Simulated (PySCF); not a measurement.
Species: C7H4FNSe.
Numbering: `[N:1]#[C:2][Se:3][c:4]1[cH:5][cH:6][c:7]([F:8])[cH:9][cH:10]1` (hydrogens: H11 on C5; H12 on C6; H13 on C9; H14 on C10)

The calculation used PBE0-D3(BJ)/def2-SVP geometry optimisation, gas phase (PySCF 2.14.0).

Q: Give the optimised bond lengths and angles.

A: 
```csv
bond,length (pm)
N1≡C2,116.2
C2–Se3,183.8
Se3–C4,192.1
"C4–C5, C4–C10",139.7
"C5–C6, C9–C10",139.1
"C6–C7, C7–C9",139.1
C7–F8,132.7
"C5–H11, C10–H14",109.2
"C6–H12, C9–H13",109.1
```

Bonds in one row agree within 1 pm and their mean is given. A selection of angles:
```csv
angle,degrees
N1–C2–Se3,177.9
C2–Se3–C4,97.0
Se3–C4–C5,119.5
C5–C4–C10,120.6
C4–C5–C6,119.8
C4–C5–H11,120.1
C6–C5–H11,120.1
C5–C6–C7,119.0
C5–C6–H12,121.5
C7–C6–H12,119.5
C6–C7–F8,119.2
C6–C7–C9,121.9
```

Dihedral angles: C2–Se3–C4–C5 97° (anticlinal). The mirror-image conformer, all signs reversed, is as good.

The 2 C–Se bonds span 1.838 Å (C2–Se3, drawn single) to 1.921 Å (Se3–C4, drawn single), a spread of 0.083 Å. The 6-membered ring C4–C5–C6–C7–C9–C10 has internal angles of 118.9° to 121.9° (sum 720°, against 720° for a flat polygon); it is planar, 0.00 Å rms from its mean plane, widest ring torsion 1°. Se3 (selenium bonded to 2 C) is bent (angle 97.0°).

Point group: near Cs, missed by 0.39 Å at most; the miss may be what the optimiser left on a soft mode. No frequency check. One conformer, not necessarily the lowest.
